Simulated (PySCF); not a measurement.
C₅H₄F₂O, SMILES C=C=COC=C(F)F. Geometry optimised at PBE-D3(BJ)/def2-SVP. The structure was generated by enumeration, and PubChem lists no compound with its InChIKey, so it may never have been made. One conformer was computed; it need not be the lowest.

Computed equilibrium geometry at PBE-D3(BJ)/def2-SVP (PySCF confirms it by a frequency run) as bond lengths and angles (one conformer of several):
Atoms: C1 C2 C3 O4 C5 C6 F7 F8 H9 H10 H11 H12. Bonds (Å): C1–C2 1.318, C1–H9 1.106, C1–H10 1.106, C2–C3 1.325, C3–O4 1.376, C3–H11 1.101, O4–C5 1.370, C5–C6 1.345, C5–H12 1.100, C6–F7 1.327, C6–F8 1.323. Angles (°): C2–C1–H9 121.9, C2–C1–H10 121.8, H9–C1–H10 116.3, C1–C2–C3 178.0, C2–C3–O4 127.2, C2–C3–H11 122.4, O4–C3–H11 110.4, C3–O4–C5 117.3, O4–C5–C6 120.2, O4–C5–H12 119.1, C6–C5–H12 120.6, C5–C6–F7 122.9, C5–C6–F8 125.1, F7–C6–F8 112.0.
Charge 0, spin multiplicity 1.
